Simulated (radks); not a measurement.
All-electron atom: Se IV in [Ar] 3d10 4s2 4p1.

All-electron calculation, scalar-relativistic Kohn-Sham, exchange-only PBE, spin-unpolarised, spherical densities, finite nucleus; Fermi nuclear charge, rms radius 4.14 fm. Program: a radial shooting solver on a logarithmic mesh with Libxc functionals.

Energy parts (eV):
part                   energy
total              -66018.663
kinetic             67408.049
electron-nucleus  -158123.386
Hartree             27016.208
exchange            -2319.534

Orbitals (lengths in bohr, moments of r in powers of bohr):
1s: occ. 2; eigenvalue (eV) -12542.03; <r^2> 0.002616
2s: occ. 2; eigenvalue (eV) -1642.649; <r^2> 0.04527
2p: occ. 6; eigenvalue (eV) -1449.272; <r^2> 0.03585
3s: occ. 2; eigenvalue (eV) -248.3426; <r^2> 0.3792
3p: occ. 6; eigenvalue (eV) -187.8637; <r^2> 0.4072
3d: occ. 10; eigenvalue (eV) -87.9922; <r^2> 0.4902
4s: occ. 2; eigenvalue (eV) -48.2861; <r^2> 3.067
4p: occ. 1; eigenvalue (eV) -35.4694; <r^2> 4.115

The highest occupied level is 4p at -35.469 eV. The density falls to 0.001 e/bohr^3 at r = 3.30 bohr. Summed over all electrons, <r^2> = 18.66 bohr^2, which gives a Langevin (diamagnetic) susceptibility term of -14.8 x 10^-6 cm^3/mol. For comparison, the ionisation energy in NIST's Atomic Spectra Database is 42.947 eV (measured). In exact Kohn-Sham theory the highest level is minus the ionisation energy, but local and semilocal functionals leave it too shallow, through self-interaction and a potential that decays too fast; potentials with the right tail come closer.

Beside tabulated values, note that spin-unpolarised runs miss the spin-polarisation part of the exchange energy of open shells.
